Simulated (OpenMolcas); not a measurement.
# Mn3+: moving or changing the point charges

Mn3+ among 6 point charges of -1 e arranged as a trigonal antiprism (D3d), 1.68 Å from the ion, with a polar angle of 50.4° against the regular 54.74°.

```json
{"Program": "OpenMolcas 26.06", "Method": "SS-CASPT2, IPEA 0.25 Eh, imaginary shift 0.1 Eh (closed shells correlated: 3s 3p)", "Basis": "ANO-RCC-VDZP [5s4p2d1f]", "Scalar Hamiltonian": "DKH2, point nucleus", "Active space": "4 electrons in 5 orbitals (3d)", "State averaging": "2S+1 = 5 even, 5 roots; 2S+1 = 3 even, 45 roots; 2S+1 = 1 even, 50 roots", "Spin-orbit coupling": "state interaction with AMFI integrals over the reference wave functions"}
```

Runs around this geometry, states (labels of D3, the rotations of D3d). Energies in cm-1 above the lowest state or level, χT in cm3 K/mol.

```json
{"R (Å)": "1.68", "q (e)": "-1", "Polar angle / regular": "0.85", "Ground state": "5E", "First state of that spin": "5A1 2630", "First gap with spin-orbit (degeneracies)": "35 (2, 1)", "χT at 300 K": "2.566", "First state of another spin": "3E 20000"}
{"R (Å)": "1.68", "q (e)": "-0.8", "Polar angle / regular": "0.92", "Ground state": "5E", "First state of that spin": "5A1 2820", "First gap with spin-orbit (degeneracies)": "19 (2, 1)", "χT at 300 K": "2.641", "First state of another spin": "3E 21100"}
{"R (Å)": "1.6", "q (e)": "-1", "Polar angle / regular": "0.92", "Ground state": "5E", "First state of that spin": "5A1 4420", "First gap with spin-orbit (degeneracies)": "29 (2, 1)", "χT at 300 K": "2.733", "First state of another spin": "3E 19250"}
{"R (Å)": "1.68", "q (e)": "-1", "Polar angle / regular": "0.92", "Ground state": "5E", "First state of that spin": "5A1 3500", "First gap with spin-orbit (degeneracies)": "25 (2, 1)", "χT at 300 K": "2.687", "First state of another spin": "3E 20280"}
{"R (Å)": "1.81", "q (e)": "-1", "Polar angle / regular": "0.92", "Ground state": "5E", "First state of that spin": "5A1 2440", "First gap with spin-orbit (degeneracies)": "18 (2, 1)", "χT at 300 K": "2.597", "First state of another spin": "3E 21340"}
```

Taking the first state of the same spin as R^-n, n = -ln(2440 / 4420) / ln(1.81 / 1.6) = 4.8 between the shortest and longest distance.

Scaling the charges by -0.8 / -1 = 0.80 scales the first state of the same spin by 2820 / 3500 = 0.81; with fixed orbitals a first-order splitting would follow the charge.

Roots that are degenerate in the reference are averaged as groups; the widest CASPT2 spread within a group is 230 cm-1 (the 2-fold group of multiplicity 1 near 88600 cm-1 above the lowest state of its run, R = 1.6, q = -1, ratio = 0.92). Shifts and gaps below about the spread of the groups concerned are not significant. An orbital doublet at a regular site is open to a Jahn-Teller distortion, which this geometry leaves out. Free-ion shares, where given, are those of the reference states; single-state CASPT2 does not remix them. The ground term spreads over less than 5000 cm-1, several times less than with real ligands, so orbital moments are less quenched and χT lies further from the spin-only value than at real sites (holds for R = 1.68, q = -0.8, ratio = 0.92; R = 1.81, q = -1, ratio = 0.92). Point charges carry no covalency, so the field is a model and not that of real ligands. No measured value stands beside these numbers.
